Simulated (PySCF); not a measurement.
Compound: C3H8BFSi.
Cartesian coordinates in Å at the PBE0-D3(BJ)/def2-SVP level; atoms count from 1:
```xyz
14
C3H8BFSi angstrom
B      2.439    0.259    0.607
Si     0.547    0.776    0.175
C     -0.294   -0.115   -1.299
C     -1.508   -0.290   -0.383
F     -2.246   -1.424   -0.628
C     -0.847   -0.253    0.998
H      3.310    1.046    0.889
H      2.724   -0.917    0.586
H      0.246    2.241    0.191
H      0.196   -1.092   -1.441
H     -0.468    0.352   -2.277
H     -2.190    0.572   -0.495
H     -0.450   -1.253    1.237
H     -1.458    0.108    1.836
```

Computed with PBE0-D3(BJ)/def2-SVP geometry optimisation, gas phase in PySCF.

Masses are those of the commonest isotopes; rigid-rotor values at the optimised geometry. The values belong to one conformer with, in the numbering `[BH2:1][Si@H:2]1[CH2:3][C@@H:4]([F:5])[CH2:6]1`, H–B1–Si2–C3 137° and -43°, B1–Si2–C3–C4 134°, Si2–C3–C4–F5 -149°, C3–C4–C6–Si2 26°, B1–Si2–C6–C4 -134°.

Give the principal moments of inertia and the rotational constants in MHz.

Ia = 76.31, Ib = 304.02, Ic = 320.66 u·Å²; 505379 MHz·u·Å²/I gives A = 6623, B = 1662, C = 1576 MHz.

What kind of rotor is it?

A near-prolate asymmetric top. Ray's parameter κ = (2B − A − C)/(A − C) = -0.966; −1 is the prolate and +1 the oblate limit.

Is it planar, by Δ = Ic − Ia − Ib?

Not planar: Δ = Ic − Ia − Ib = -59.67 u·Å². For a rigid frame Δ = −2 Σ m c², so Σ m c² = 29.84 u·Å² lies off the ab plane: 12.61 from hydrogen and 17.23 from heavier atoms. The atom farthest from that plane is 1.98 Å away.

Where do the levels up to J = 2 lie, in MHz?

Above 0(0,0):
J = 1: 1(0,1) 3238, 1(1,1) 8199, 1(1,0) 8285
J = 2: 2(0,2) 9714, 2(1,2) 14589, 2(1,1) 14848, 2(2,1) 29729, 2(2,0) 29730
Those of J = 1 are B + C, A + C and A + B.

Which lines would a microwave search look for?

The dipole components are |μa| = 1.56 D, |μb| = 0.00 D, |μc| = 0.40 D; the mirror of this Cs structure is the ac plane, so μb vanishes by symmetry and there are no b-type lines. Intensities carry the squares of the components, which stand as 1.00 : 0.07 (a : c). Some of the stronger lines:

```csv
type,branch,"J(Ka,Kc)",MHz,lower level (cm⁻¹)
a,Q,"3(1,2) ← 3(1,3)",517,0.806
a,R,"1(0,1) ← 0(0,0)",3238,0.000
c,Q,"3(1,3) ← 3(0,3)",4750,0.648
c,Q,"2(1,2) ← 2(0,2)",4875,0.324
c,Q,"1(1,1) ← 1(0,1)",4960,0.108
a,R,"2(1,2) ← 1(1,1)",6390,0.273
a,R,"2(0,2) ← 1(0,1)",6476,0.108
a,R,"2(1,1) ← 1(1,0)",6563,0.276
c,R,"1(1,0) ← 0(0,0)",8285,0.000
a,R,"3(1,3) ← 2(1,2)",9585,0.487
a,R,"3(0,3) ← 2(0,2)",9711,0.324
a,R,"3(2,2) ← 2(2,1)",9715,0.992
a,R,"3(2,1) ← 2(2,0)",9720,0.992
a,R,"3(1,2) ← 2(1,1)",9844,0.495
c,R,"2(1,1) ← 1(0,1)",11609,0.108
c,Q,"3(2,2) ← 3(1,2)",14752,0.824
c,Q,"2(2,1) ← 2(1,1)",14881,0.495
c,R,"3(1,2) ← 2(0,2)",14978,0.324
c,R,"2(2,0) ← 1(1,0)",21445,0.276
c,R,"2(2,1) ← 1(1,1)",21530,0.273
c,R,"3(2,1) ← 2(1,1)",24601,0.495
c,R,"3(2,2) ← 2(1,2)",24855,0.487
c,Q,"3(3,1) ← 3(2,1)",25012,1.316
c,R,"3(3,0) ← 2(2,0)",34732,0.992
c,R,"3(3,1) ← 2(2,1)",34733,0.992
```

Estimate the classical rotational partition function at 50 K, 100 K and 500 K.

Point group Cs, symmetry number σ = 1; q = (√π/σ)·√((kT/h)³/(ABC)), k/h = 20836.6 MHz/K: 14300 at 50 K, 40500 at 100 K, 452000 at 500 K.

Whether it is a minimum is left open (no frequencies). Zero-point vibration and centrifugal distortion are left out. Quadrupole hyperfine structure (11B) is left out.

Time: 51 s; peak memory 0.51 GiB. Hardware: one thread of an Intel Xeon Platinum 8488C (shared host). This is the geometry optimisation.
